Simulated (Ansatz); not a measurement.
`N[Si](N)(O)[SiH3]` and `N[Si](O)([SiH3])[SiH3]` differ in one atom or group.

Ansatz, PBE0-D4/def2-TZVP geometries, multiplicity 1. Each molecule was computed in one conformer, which needn't be the lowest.

| property | `N[Si](N)(O)[SiH3]` |
| --- | --- |
| LUMO energy (ωB97M-V/def2-TZVPP) / eV | 2.07 |
| LUMO energy (PBE/def2-TZVPP) / eV | -0.27 |
| HOMO energy (PBE0/def2-TZVPP) / eV | -7.16 |
| HOMO energy (ωB97M-V/def2-TZVPP) / eV | -9.32 |
| HOMO energy (PBE/def2-TZVPP) / eV | -5.88 |
| LUMO energy (B3LYP/def2-TZVPP) / eV | 0.33 |

Task: What does the change do to each property? (An estimate is asked.)

Result: Ansatz gave: 
| property | `N[Si](O)([SiH3])[SiH3]` | shift |
| --- | --- | --- |
| LUMO energy (ωB97M-V/def2-TZVPP) / eV | 1.24 | -0.83 |
| LUMO energy (PBE/def2-TZVPP) / eV | -1.25 | -0.98 |
| HOMO energy (PBE0/def2-TZVPP) / eV | -7.20 | -0.04 |
| HOMO energy (ωB97M-V/def2-TZVPP) / eV | -9.19 | 0.13 |
| HOMO energy (PBE/def2-TZVPP) / eV | -6.07 | -0.19 |
| LUMO energy (B3LYP/def2-TZVPP) / eV | -0.61 | -0.94 |

B3LYP here is the variant with VWN-RPA as its local correlation; programs differ in this.
